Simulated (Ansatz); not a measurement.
`[SiH3]O[SiH2]S` + H₂ → `[SiH3]S` + `O[SiH3]` at 600 K and 1 bar (hydrogenolysis of the Si–O bond).

Gas-phase electronic energies from Ansatz, PBE0-D4/def2-TZVP geometries. CCSD(T)/CBS is the MP2 limit (def2-TZVPP, def2-QZVPP) plus CCSD(T) − MP2 in def2-TZVPP, frozen cores. This one scheme is used for every species. Each species was taken in one conformer, which may not be the lowest.

```tsv
species	CCSD(T)/CBS energy (Eh)	H − E (kJ/mol)	S (J/(mol·K))
`[SiH3]O[SiH2]S`	-1054.82682	213.8	461.5
H₂	-1.17544	43.9	150.8
`[SiH3]S`	-689.27336	126.3	326.2
`O[SiH3]`	-366.69042	135.7	307.9
```

H − E and S are ideal-gas, rigid-rotor, harmonic terms from PBE0-D4/def2-TZVP, for one conformer and one mirror image of each species. The MP2-based limit puts H₂ 0.8 mEh under its directly extrapolated value; such offsets cancel only in part. 1 Eh = 2625.50 kJ/mol, R = 8.31446 J/(mol·K).

Problem. By hand: ΔE, ΔH, ΔS and ΔG.

Solution. ΔE = (-689.27336) + (-366.69042) − (-1054.82682) − (-1.17544) = 0.03848 Eh = 101.0 kJ/mol. Δ(H − E) = 126.3 + 135.7 − 213.8 − 43.9 = 4.3, so ΔH = 105.3 kJ/mol. ΔS = 326.2 + 307.9 − 461.5 − 150.8 = 21.8 J/(mol·K). ΔG = 105.3 − 600 × (21.8)/1000 = 92.2 kJ/mol.

Problem. By hand: the equilibrium constant, and the temperature at which ΔG would vanish if ΔH and ΔS stayed fixed.

Solution. log₁₀ K = −ΔG/(RT ln 10) = -8.0. ΔG = 0 at ΔH/ΔS = 4830 K, far beyond where these terms or the molecules hold.

ΔH outweighs TΔS. A doubt of 5 kJ/mol in ΔE shifts log₁₀ K by 0.4 here. Other conformers and mirror images would add mixing entropy, several J/(mol·K) or more a flexible species. Modes under 60 cm⁻¹, often nearly free rotors, make the harmonic entropy too high. These are equilibria of isolated gas molecules and say nothing of rates. Largest T1 diagnostic: 0.011 (customary marks: 0.02 for closed shells, 0.045 for open ones).
